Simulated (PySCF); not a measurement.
Input of a run (PBE0-D3(BJ)/def2-SVP geometry optimisation, gas phase (PySCF 2.14.0)), started from GFN2-xTB:
```
{"job": {"xc": "PBE0", "basis": "def2-SVP", "d3": "d3bj", "grid": 1, "shake": 0.01, "kind": "geom"}, "charge": 0, "multiplicity": 1}
C      1.033200     1.821010    -0.141890
C      0.390940     0.454340    -0.046870
Ge     1.823490    -0.921880    -0.218100
C     -0.359700     0.268150     1.246020
C     -1.264900    -0.958140     0.946010
C     -1.615570    -0.831140    -0.534480
F     -2.916250    -0.429790    -0.681940
C     -0.654090     0.225390    -1.122640
H      0.249400     2.624740    -0.023430
H      1.501800     1.974450    -1.099510
H      1.745950     1.987610     0.647750
H      1.341960    -2.265970    -0.616420
H      2.563450    -1.090530     1.066630
H      2.825330    -0.508290    -1.240900
H      0.245190     0.107870     2.119110
H     -1.020330     1.156540     1.439020
H     -2.167230    -0.972180     1.556470
H     -0.706580    -1.863860     1.137270
H     -1.554890    -1.808240    -1.046490
H     -0.270060    -0.081980    -2.069410
H     -1.262270     1.134150    -1.293190
```

Output (energies in Eh, forces in Eh/bohr):
```
step   0  E = -2412.16261585  max force = 0.036492
step   1  E = -2412.17095501  max force = 0.006228
step   2  E = -2412.17141936  max force = 0.001187
step   3  E = -2412.17144220  max force = 0.000311
step   4  E = -2412.17146943  max force = 0.000645
step   5  E = -2412.17149694  max force = 0.001143
step   6  E = -2412.17153108  max force = 0.001129
step   7  E = -2412.17156839  max force = 0.000534
step   8  E = -2412.17160264  max force = 0.000532
step   9  E = -2412.17161871  max force = 0.000675
step  10  E = -2412.17163097  max force = 0.000689
step  11  E = -2412.17163177  max force = 0.000386
optimisation converged
```

Task: Summarise the run.

Result: The energy falls by 23.7 kJ/mol over 12 energy and gradient evaluations, the largest force component goes from 0.0365 to 3.9e-04 Eh/bohr, and the atoms move by 0.145 Å rms after alignment. The bond that changes most is Ge3–H12 (ends: germanium bonded to C and 3 H; Ge–H hydrogen), which lengthens by 0.061 Å. Bonds longer at the end by more than 0.005 Å: 13 of 21; shorter: 5. Among the angles that change most is C2–Ge3–H12, from 114.6° to 112.1°. Among the dihedrals that turn most is C4–C2–Ge3–H14, from -162° to -178°. The energy never rose by more than 1e-6 Eh on the way. The first step brought 92 % of the lowering.

Task: What are the final bond lengths?

Result: C1–C2 1.524 Å, C2–Ge3 1.985 Å, C2–C4 1.537 Å, C4–C5 1.525 Å, C5–C6 1.529 Å, C6–F7 1.385 Å, C6–C8 1.535 Å, C2–C8 1.541 Å, C1–H9 1.104 Å, C1–H10 1.102 Å, C1–H11 1.102 Å, Ge3–H12 1.543 Å, Ge3–H13 1.543 Å, Ge3–H14 1.542 Å, C4–H15 1.101 Å, C4–H16 1.106 Å, C5–H17 1.099 Å, C5–H18 1.101 Å, C6–H19 1.102 Å, C8–H20 1.101 Å, C8–H21 1.104 Å. Numbering counts from 1 in the input's order; the species is `C[C@@]1([GeH3])CC[C@@H](F)C1`.

The run used 195 basis functions and 71 SCF cycles in all.

No PBE0-D3(BJ)/def2-SVP frequencies stand behind this structure, so it isn't proved a minimum. One conformer, not necessarily the lowest.
